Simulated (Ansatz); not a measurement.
System: SiHCl$_{2}$, charge 1, singlet. SiHCl2+ (parent SMILES Cl[SiH]Cl, singlet).
B3LYP-D3(BJ)/def2-TZVP minimum from Ansatz (a quantum-chemistry and plane-wave program):
```xyz
4

Cl    -1.7007    -0.3216     0.0569
Si     0.0010     0.6388    -0.0062
Cl     1.6996    -0.3281    -0.0507
H      0.0034     2.1008    -0.0203
```
Charge +1, spin multiplicity 1.

Total energies in cc-pV(T+d)Z, 18 correlated electrons, 15 frozen orbitals. Open shells are spin-unrestricted; no spin-orbit coupling. Correlated methods leave the cores frozen. No relativity. The spin of HCl2Si+ (parent SMILES Cl[SiH]Cl, singlet) was assumed, and the state is the lowest solution found for it.

```csv
method,program,energy (Eh),minus CCSDT(Q) (mEh)
HF,Ansatz,-1208.36295,532.61
MP2,Ansatz,-1208.83064,64.92
CCSD,Ansatz,-1208.87032,25.24
CCSD(T),Ansatz,-1208.89308,2.48
CCSDT(Q),Ansatz,-1208.89556,0.00
```

Rough core times of Ansatz's runs on a shared machine: CCSD(T) under 20 s, CCSDT(Q) 20 min.
